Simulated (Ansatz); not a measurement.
CH₇FSi₂ (`F[SiH2]C[SiH3]`), 11 atoms. Charge 0, multiplicity 1. All runs use 4 threads of an AMD EPYC 7B13 on a shared host. Correlated methods freeze the cores.

(1) Give the basis size and wall time and peak host memory of each of these runs in Ansatz. RKS B2PLYP (frozen core)/def2-TZVPP energy; RKS BHLYP-D4/def2-TZVPP energy; RKS ωB97M-V/def2-SVP energy; RHF-CCSD(T)/def2-SVP energy; RKS PBE0-D4/def2-SVP energy; RKS ωB97M-V/def2-QZVPP energy; RHF-MP2/def2-QZVPP energy; RKS PBE0-D4/def2-TZVP relaxation (5 steps); RKS B3LYP-D4/def2-TZVPP energy and forces; RKS PBE0-D4/def2-TZVP frequencies; RHF-CCSD(T)/def2-TZVPP energy; RKS PBE0-D4/def2-QZVPP energy. (An estimate is asked.)

## Answers

(1) The calculation gave: Other jobs shared the machine, so times are rough.

| level | job | functions | wall time | peak host memory (GiB) |
| --- | --- | --- | --- | --- |
| RKS PBE0-D4/def2-SVP | energy | 99 | 0.75 s | 0.44 |
| RKS BHLYP-D4/def2-TZVPP | energy | 244 | 2.3 s | 0.6 |
| RHF-CCSD(T)/def2-SVP | energy | 99 | 2.4 s | 0.44 |
| RKS ωB97M-V/def2-SVP | energy | 99 | 2.4 s | 0.44 |
| RKS B3LYP-D4/def2-TZVPP | energy and forces | 244 | 3.4 s | 0.69 |
| RKS B2PLYP (frozen core)/def2-TZVPP | energy | 244 | 3.9 s | 0.61 |
| RKS PBE0-D4/def2-QZVPP | energy | 464 | 5.5 s | 1.6 |
| RKS PBE0-D4/def2-TZVP | relaxation (5 steps) | 178 | 13 s | 0.45 |
| RKS ωB97M-V/def2-QZVPP | energy | 464 | 13 s | 2 |
| RHF-MP2/def2-QZVPP | energy | 464 | 14 s | 2.6 |
| RHF-CCSD(T)/def2-TZVPP | energy | 244 | 63 s | 4.6 |
| RKS PBE0-D4/def2-TZVP | frequencies | 178 | 92 s | 0.48 |

B3LYP here is the variant with VWN-RPA as its local correlation; programs differ in this.
